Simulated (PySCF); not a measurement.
Two species compared at the same levels of theory.

First species: C₄H₁₃NO₂Si₂.
Z-matrix (Å and degrees, GFN2-xTB geometry), rows numbered from 1:
```
N 
C   1  1.3480
O   2  1.2195  1  121.72
Si  2  1.9185  1  117.28  3   180.00
C   4  1.9120  2  109.10  1    78.85
Si  5  1.9132  4  110.93  2    67.37
C   5  1.5291  4  114.70  2   -57.82
C   7  1.5252  5  113.27  4   -60.07
O   8  1.4166  7  109.10  5    76.64
H   1  1.0060  2  120.22  3   175.79
H   1  1.0095  2  119.72  3     1.40
H   4  1.4653  2  107.34  1  -164.75
H   4  1.4699  2  110.80  1   -47.24
H   5  1.0957  4  106.46  2  -176.42
H   6  1.4600  5  110.44  4   -64.18
H   6  1.4705  5  107.84  4   177.34
H   6  1.4614  5  109.34  4    59.40
H   7  1.0917  5  110.21  4    61.05
H   7  1.0935  5  109.71  4   179.44
H   8  1.0972  7  109.52  5   -44.24
H   8  1.0998  7  110.08  5  -163.42
H   9  0.9621  8  109.45  7  -166.27
```

Second species: C7H11ClO2.
Geometry (GFN2-xTB, Å), atoms numbered from 1 in this order:
```xyz
21
C7H11ClO2 angstrom
C     -2.153    0.439   -1.313
C     -1.129    0.926   -0.641
C     -0.452    0.285    0.549
C     -1.011   -1.096    0.905
C      1.057    0.173    0.256
O      1.236   -0.667   -0.857
C      2.587   -0.830   -1.202
C     -0.625    1.212    1.727
O      0.217    1.760    2.357
Cl    -2.322    1.473    2.131
H     -2.558    0.967   -2.160
H     -2.627   -0.494   -1.066
H     -0.686    1.869   -0.935
H     -0.503   -1.484    1.785
H     -2.076   -1.043    1.109
H     -0.827   -1.765    0.070
H      1.577   -0.235    1.137
H      1.474    1.172    0.055
H      2.607   -1.488   -2.068
H      3.154   -1.286   -0.381
H      3.052    0.129   -1.459
```

Levels: PBE0/pcSseg-1 for HOMO energy, LUMO energy and HOMO–LUMO gap. Geometries: GFN2-xTB. Each structure is a single optimised conformer of the isolated species, non-relativistic unless stated. Electronic properties by PySCF.

Dipoles, sizes and rotational constants follow the conformer. The torsions of the flexible species, by atom-mapped SMILES:
- `[CH2:1]=[CH:2][C@@:3]([CH3:4])([CH2:5][O:6][CH3:7])[C:8](=[O:9])[Cl:10]`: C1–C2–C3–C4 4°, C2–C3–C5–O6 -62°, C3–C5–O6–C7 180°, C2–C3–C8–O9 -118°

The conformers of `NC(=O)[SiH2][C@H]([SiH3])CCO` aren't listed.

Values for the first species:

* HOMO energy: -6.55 eV
* LUMO energy: 0.09 eV
* HOMO–LUMO gap: 6.64 eV

(1) Estimate the same properties for the second species, and the change in each.

## Answers

(1) 
```csv
property,first,second,second less first
HOMO energy,-6.55 eV,-7.64 eV,-1.09 eV
LUMO energy,0.09 eV,-1.17 eV,-1.26 eV
HOMO–LUMO gap,6.64 eV,6.47 eV,-0.17 eV
```

